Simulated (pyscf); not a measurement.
PySCF, gas phase, ωB97X-D3(BJ)/def2-SVP geometries. MP2 and CC: frozen core, UHF for open shells. ΔMP2 is the change of the MP2 total energy from the triple- to the quadruple-zeta basis.

Estimate the classical barrier height and the reaction energy of O=SiH₂ (SMILES O=[SiH2]) + HO–SiH₃ (SMILES O[SiH3]) → HO–SiH₂–O–SiH₃ (SMILES O[SiH2]O[SiH3]) at CCSD(T)/def2-TZVPP. The step runs on the singlet surface, breaks H–Si and forms O–Si, H–Si; take the separated reactants as zero.

ΔE‡ = -11.6 kcal/mol, ΔE = -75.3 kcal/mol. CCSD(T)/def2-TZVPP + ΔMP2(QZVPP) gives -12.2 kcal/mol and -75.8 kcal/mol. Zero-point energy shifts the barrier by +3.2 kcal/mol. It is an addition across a multiple bond or ene-type step, with an imaginary mode of 180i cm⁻¹. On the reactant side the descent ends in a bound adduct, 17.1 kcal/mol under the separated species and 0.2 kcal/mol under the saddle at ωB97X-D3(BJ)/def2-TZVP. At CCSD(T) the saddle lies under the separated reactants, which points to a path from their complex (located at ωB97X-D3(BJ) alone). At the saddle there is also a short Si–Si contact that neither side keeps. At ωB97X-D3(BJ)/def2-TZVP the barrier from the zero used here is -16.9 kcal/mol. Another saddle between the same species, by other bonds, lies lower (-18.6 kcal/mol against -13.7 kcal/mol at ωB97M-D3(BJ)/def2-TZVP). The CCSD(T) − MP2 part came from Ansatz, without density fitting, on the same reference.
